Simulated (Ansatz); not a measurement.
Dissociation curve of SiH (cation, charge +1), singlet.

- RKS-B3LYP = restricted B3LYP/aug-cc-pVDZ in Ansatz (a quantum-chemistry and plane-wave program)
- UKS-PBE = Ansatz with unrestricted PBE/aug-cc-pVDZ
- UKS-CAM-B3LYP = unrestricted CAM-B3LYP/aug-cc-pVDZ (Ansatz)
- FCI = Ansatz with full CI/aug-cc-pVDZ, frozen core

Energies are in kcal/mol, each relative to the lowest point of its own curve near equilibrium.

| R / Å | RKS-B3LYP | UKS-PBE | UKS-CAM-B3LYP | FCI |
|---|---|---|---|---|
| 1.23 | 26.0 | 28.0 | 25.6 | 25.3 |
| 1.28 | 16.7 | 18.4 | 16.4 | 16.1 |
| 1.39 | 4.5 | ? | 4.3 | 4.2 |
| 1.42 | 2.7 | 3.4 | 2.5 | 2.4 |
| 1.46 | 1.0 | 1.5 | 0.9 | 0.9 |
| 1.52 | 0.0 | ? | 0.0 | 0.0 |
| 1.57 | ? | 0.0 | 0.3 | 0.3 |
| 1.63 | 1.4 | ? | 1.7 | 1.7 |
| 1.64 | 1.7 | 1.1 | 2.0 | 2.0 |
| 1.80 | 9.0 | ? | 9.7 | 9.5 |
| 1.85 | 11.9 | 10.2 | 12.8 | 12.4 |
| 2.03 | 23.7 | 21.2 | 25.4 | 23.7 |
| 2.28 | 40.9 | 37.3 | 43.8 | 38.9 |
| 2.53 | 56.7 | 52.2 | 57.4 | 51.2 |
| 2.72 | 67.3 | 60.3 | 63.4 | 58.1 |
| 3.06 | 82.7 | 66.8 | 69.1 | 65.9 |
| 3.32 | 91.7 | 68.7 | 71.3 | 69.1 |
| 3.77 | 102.7 | 70.4 | 73.1 | 71.7 |
| 4.14 | 108.5 | 71.2 | 73.8 | 72.5 |
| 4.54 | 112.5 | 71.7 | 74.2 | 72.8 |
| 5.32 | ? | 71.8 | 74.5 | 73.1 |
| 6.07 | 117.3 | 71.5 | 74.6 | 73.1 |

### Question
Complete the blanks.

### Answer

- 1.39, UKS-PBE: 5.4
- 1.52, UKS-PBE: 0.1
- 1.57, RKS-B3LYP: 0.2
- 1.63, UKS-PBE: 0.9
- 1.80, UKS-PBE: 7.5
- 5.32, RKS-B3LYP: 116.2

The restricted form behind RKS-B3LYP keeps the bonding electrons paired and can't separate into open-shell fragments. The unrestricted solution behind UKS-PBE changes between 2.72 and 3.06 Å, which can leave a kink. The unrestricted determinant behind UKS-PBE is spin-contaminated at 2.72 to 6.07 Å (<S²> up to 1.0, against 0.00 for a pure singlet). The unrestricted determinant behind UKS-CAM-B3LYP is spin-contaminated at 2.53 to 6.07 Å (<S²> up to 1.0, against 0.00 for a pure singlet).
